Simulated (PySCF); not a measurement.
CH₅AlOSe, SMILES C[O][AlH][SeH].

Geometry: ωB97X-D3(BJ)/def2-SVP. The structure was generated by enumeration; whether it is a known compound was not checked. One conformer was computed; it need not be the lowest.

Method: PBE/def2-TZVP in PySCF.

Computed frontier levels, gap, dipole moment and polarisability:
```json
{
  "highest_occupied_level": "-6.18 eV",
  "lowest_empty_level": "-1.42 eV",
  "orbital_gap": "4.76 eV",
  "dipole_moment": "0.051 e·Å",
  "quadrupole, principal values (traceless, Buckingham form, about the centre of nuclear charge)": "-7.16, 0.70, 6.46 D·Å",
  "mean_static_polarisability": "71.5 bohr³ (10.60 Å³)",
  "polarisability_principal_values": "57.1, 72.6, 84.9 bohr³"
}
```
